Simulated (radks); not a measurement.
Coulomb parameter of the 4f shell of the europium ion Eu3+ in the model configuration [Xe] 4f4 5d2, as a second difference U = [E(n + 0.5) + E(n - 0.5) - 2 E(n)] / (0.5)^2 with all orbitals relaxed. "Bare": the charge of the atom changes with n. "Screened": the 5d shell takes up the change at fixed total charge, which measures U(4f,4f) + U(5d,5d) - 2 U(4f,5d). Calculated with a radial shooting solver on a logarithmic mesh with Libxc functionals: scalar-relativistic Kohn-Sham, SCAN, spin-unpolarised, spherical densities, finite nucleus; meta-GGA in the generalised Kohn-Sham scheme; Fermi nuclear charge, rms radius 5.1115 fm.

case              configuration  E - E(n) (eV)
start              [Xe] 4f4 5d2          0.000
bare +0.5        [Xe] 4f4.5 5d2        -21.303
bare -0.5        [Xe] 4f3.5 5d2         26.348
screened +0.5  [Xe] 4f4.5 5d1.5         -9.080
screened -0.5  [Xe] 4f3.5 5d2.5         10.590

U(bare) = 20.182 eV, U(screened by 5d) = 6.037 eV, against the Slater integral F0(4f,4f) = 31.569 eV with frozen orbitals.
